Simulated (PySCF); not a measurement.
Precursor series Hf Cl-Br. All species are isolated molecules in the gas phase.

The charge on the central atom (Mulliken) from two functionals at the same geometries (BP86-D3(BJ)/def2-SVP), both in PySCF: PBE-D3(BJ)/def2-TZVP and TPSSh-D3(BJ)/def2-TZVP. 

| species | PBE-D3(BJ)/def2-TZVP (e) | TPSSh-D3(BJ)/def2-TZVP (e) |
|---|---|---|
| 0 of 4 Cl replaced by Br ([Hf(Cl)4]) | 1.09 | 1.27 |
| 3 of 4 Cl replaced by Br ([Hf(Cl)(Br)3]) | 1.05 | 1.21 |
| 4 of 4 Cl replaced by Br | 1.04 | 1.20 |

Over these rows, drawn at random from the members with no instability flagged (it was tested for open shells, ions and some series alone), PBE minus TPSSh-D3(BJ): mean -0.17 e, from -0.18 e to -0.16 e.
